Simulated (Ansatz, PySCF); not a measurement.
Gas-phase reaction (SMILES): ClI -> Cl atom + I atom; the Cl-I bond at the site shown breaks (other sites are not compared here).

Geometries: B3LYP-D3(BJ)/def2-TZVP minima from Ansatz (a first-principles code). Correlated levels leave the core frozen unless marked. Open shells are spin-unrestricted. Spin-orbit coupling is left out. The frozen core is the preceding noble-gas configuration, with the filled d and f shells of earlier blocks. In def2 rows, elements after Kr have scalar-relativistic effective core potentials. CBS(X,Y): correlation extrapolated as X^-3; Hartree-Fock from the larger set. Thermal terms are rigid-rotor harmonic-oscillator values from B3LYP-D3(BJ) frequencies (PySCF) at 298.15 K and 1 atm. 1 Eh = 627.5095 kcal/mol. Atoms have translation alone.

| species | E, CCSD(T)/CBS(def2-TZVPPD,def2-QZVPPD) (Ansatz) (Eh) | E, B3LYP-D3(BJ)/def2-TZVPD (Ansatz + dftd3) (Eh) | H - E (Eh) |
|---|---|---|---|
| ClI | -756.62331 | -758.03262 | 0.00449 |
| Cl atom | -459.70778 | -460.16775 | 0.00236 |
| I atom | -296.82684 | -297.77848 | 0.00236 |

Work out ΔE and ΔH at 298.15 K at the first level, then ΔH at the second.


1. ΔE = [(-459.70778) + (-296.82684)] - [(-756.62331)] = 0.08869 Eh = 55.7 kcal/mol at CCSD(T)/CBS(def2-TZVPPD,def2-QZVPPD).
2. The terms H - E add up to 0.00023 Eh, so ΔH = (0.08869 + (0.00023))×627.5095 = 55.8 kcal/mol.
3. At B3LYP-D3(BJ)/def2-TZVPD the same steps give ΔE = 54.2 and ΔH = 54.4 kcal/mol, a shift of -1.4 from the first level.
4. Tabulated enthalpies of formation (ClI 4.2 kcal/mol, ATcT 1.112; Cl atom 29.0 kcal/mol, ATcT 1.112; I atom 25.5 kcal/mol, ATcT 1.112) give ΔH = 50.3, so the errors are +5.5 and +4.1 kcal/mol; the tables hold anharmonic motion, spin-orbit effects, which both levels lack, and core correlation, which the frozen-core level lacks.
